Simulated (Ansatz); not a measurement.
Relaxation of AlBrF2H3N (8 atoms, charge 0, multiplicity 1), to a largest force component of 0.03 eV/Å in at most 50 steps.

Computed with RKS PBE-D4/def2-SVP (Ansatz).

```xyz
8
Properties=species:S:1:pos:R:3
Al -0.864 -0.934 -1.142
Br 0.498 0.639 -2.277
F -0.316 -2.494 -0.945
F -2.457 -0.560 -0.839
H 1.026 1.182 0.436
N 0.614 0.642 1.205
H 0.115 1.297 1.818
H 1.384 0.227 1.744
```

Where does it end, and by what steps?

It converged. After 9 steps the energy has fallen by 1.397 eV; F3 moved furthest, 0.73 Å. Joined: Al1–N6.

```json
{"step": "0", "energy less start (eV)": "0.0000", "largest force component (eV/Å)": "1.225", "accepted": "yes"}
{"step": "1", "energy less start (eV)": "-0.2645", "largest force component (eV/Å)": "0.532", "accepted": "yes"}
{"step": "2", "energy less start (eV)": "-0.6411", "largest force component (eV/Å)": "0.868", "accepted": "yes"}
{"step": "3", "energy less start (eV)": "-1.0464", "largest force component (eV/Å)": "1.360", "accepted": "yes"}
{"step": "4", "energy less start (eV)": "-1.2165", "largest force component (eV/Å)": "1.484", "accepted": "yes"}
{"step": "5", "energy less start (eV)": "-1.3148", "largest force component (eV/Å)": "1.002", "accepted": "yes"}
{"step": "6", "energy less start (eV)": "-1.3808", "largest force component (eV/Å)": "0.167", "accepted": "yes"}
{"step": "7", "energy less start (eV)": "-1.3927", "largest force component (eV/Å)": "0.167", "accepted": "yes"}
{"step": "8", "energy less start (eV)": "-1.3960", "largest force component (eV/Å)": "0.037", "accepted": "yes"}
{"step": "9", "energy less start (eV)": "-1.3971", "largest force component (eV/Å)": "0.019", "accepted": "yes"}
```

```xyz
8
Properties=species:S:1:pos:R:3
Al -0.484 -0.516 -0.738
Br 0.416 0.577 -2.533
F 0.048 -2.089 -0.456
F -2.096 -0.191 -0.375
H 1.036 1.170 0.476
N 0.408 0.427 0.815
H -0.294 0.857 1.435
H 0.966 -0.235 1.375
```

Run time: 19 s on 2 threads of Arm Neoverse V2, with other jobs on the host, peak memory 0.15 GiB.
